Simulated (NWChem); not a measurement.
System: BNH4, triplet; SMILES of the neutral closed-shell parent BN

NWChem printed, in part:

```
             Northwest Computational Chemistry Package (NWChem) 7.3.0
             --------------------------------------------------------

 CS  symmetry detected

                             Geometry "geometry" -> ""
                             -------------------------

 Output coordinates in angstroms (scale by  1.889725989 to convert to a.u.)

  No.       Tag          Charge          X              Y              Z
 ---- ---------------- ---------- -------------- -------------- --------------
    1 B                    5.0000    -0.16114062    -0.81979125     0.00000000
    2 N                    7.0000    -0.02090472     0.62972307     0.00000000
    3 H                    1.0000     0.44148213    -1.35130415    -0.94426800
    4 H                    1.0000     0.44148213    -1.35130415     0.94426800
    5 H                    1.0000     0.87586157     1.11947388     0.00000000
    6 H                    1.0000    -0.80678967     1.27402920     0.00000000

 Effective nuclear repulsion energy (a.u.)      31.3049156217

      Symmetry information
      --------------------

 Group name             Cs
 Group number              2
 Group order               2
 No. of unique centers     5

                                 NWChem DFT Module
                                 -----------------

 Summary of "ao basis" -> "ao basis" (spherical)
 ------------------------------------------------------------------------------
       Tag                 Description            Shells   Functions and Types
 ---------------- ------------------------------  ------  ---------------------
 B                         def2-tzvp                11       31   5s3p2d1f
 N                         def2-tzvp                11       31   5s3p2d1f
 H                         def2-tzvp                 4        6   3s1p

      Symmetry analysis of basis
      --------------------------

        a'         58
        a"         28

            General Information
            -------------------
          SCF calculation type: DFT
          Wavefunction type:  spin polarized.
          No. of atoms     :     6
          No. of electrons :    16
           Alpha electrons :     9
            Beta electrons :     7
          Charge           :     0
          Spin multiplicity:     3
          Use of symmetry is: on ; symmetry adaption is: on
          Maximum number of iterations: 150
          AO basis - number of functions:    86
                     number of shells:    38
          Convergence on energy requested:  1.00D-06
          Convergence on density requested:  1.00D-05
          Convergence on gradient requested:  5.00D-04

              XC Information
              --------------
                         MN15 Method XC Functional
                     Hartree-Fock (Exact) Exchange  0.440
                          MN15 Exchange Functional  1.000
                        MN15 Correlation Potential  1.000

             Grid Information
             ----------------
          Grid used for XC integration:  medium
          Radial quadrature: Mura-Knowles
          Angular quadrature: Lebedev.
          Tag              B.-S. Rad. Rad. Pts. Rad. Cut. Ang. Pts.
          ---              ---------- --------- --------- ---------
          B                   0.85       49           8.0       434
          N                   0.65       49           8.0       434
          H                   0.35       45          10.0       434
          Grid pruning is: on
          Number of quadrature shells:   233
          Spatial weights used:  Erf1

      Superposition of Atomic Density Guess
      -------------------------------------

 Sum of atomic energies:         -80.84550147

      Non-variational initial energy
      ------------------------------

 Total energy =     -81.662931
 1-e energy   =    -169.455248
 2-e energy   =      56.487401
 HOMO         =      -0.257671
 LUMO         =      -0.080410

   Symmetry analysis of molecular orbitals - initial alpha
   -------------------------------------------------------

  Numbering of irreducible representations:

     1 a'          2 a"

  Orbital symmetries:

     1 a'          2 a'          3 a'          4 a'          5 a'
     6 a'          7 a"          8 a"          9 a'         10 a'
    11 a'         12 a'         13 a"         14 a'         15 a"
    16 a'         17 a'         18 a'         19 a'

   Symmetry analysis of molecular orbitals - initial beta
   ------------------------------------------------------

  Numbering of irreducible representations:

     1 a'          2 a"

  Orbital symmetries:

     1 a'          2 a'          3 a'          4 a'          5 a'
     6 a'          7 a"          8 a"          9 a'         10 a'
    11 a'         12 a'         13 a"         14 a'         15 a"
    16 a'         17 a'         18 a'         19 a'

     ---------------------------------------------
      Total Density - Mulliken Population Analysis
     ---------------------------------------------

    Atom       Charge   Shell Charges
 -----------   ------   -------------------------------------------------------
    1 B    5     5.40   0.92  1.06  0.57  0.61  0.13  0.85  0.84  0.33  0.04  0.05  0.01
    2 N    7     7.46   0.82  1.16  0.58  0.79  0.14  1.50  1.73  0.72  0.00  0.02  0.00
    3 H    1     0.90   0.21  0.46  0.22  0.01
    4 H    1     0.90   0.21  0.46  0.22  0.01
    5 H    1     0.68   0.22  0.34  0.09  0.03
    6 H    1     0.67   0.22  0.34  0.07  0.03

     --------------------------------------------
      Spin Density - Mulliken Population Analysis
     --------------------------------------------

[...]
```

Level: MN15/def2-TZVP, spin-unrestricted. In the optimisation the excess spin sits in a' and a" (Cs, its own frame). Structure relaxed at the B3LYP/6-31G* (spherical d), spin-unrestricted level. This spin state was assumed; another may lie lower. No stability test was run on the SCF state.

Q: Write an input that gives this output.

A: This is not unique; one that fits is the input that was run:
```
start job
memory heap 200 mb stack 900 mb global 1100 mb
geometry units angstroms noautoz
  B     -0.166267    -0.814769     0.000000
  N     -0.021402     0.634290     0.000000
  H      0.434655    -1.348204    -0.944268
  H      0.434655    -1.348204     0.944268
  H      0.876924     1.121174     0.000000
  H     -0.805225     1.281103     0.000000
end
basis spherical
  B library def2-tzvp
  N library def2-tzvp
  H library def2-tzvp
end
dft
  odft
  mult 3
  xc mn15
  iterations 150
  mulliken
end
task dft energy
```
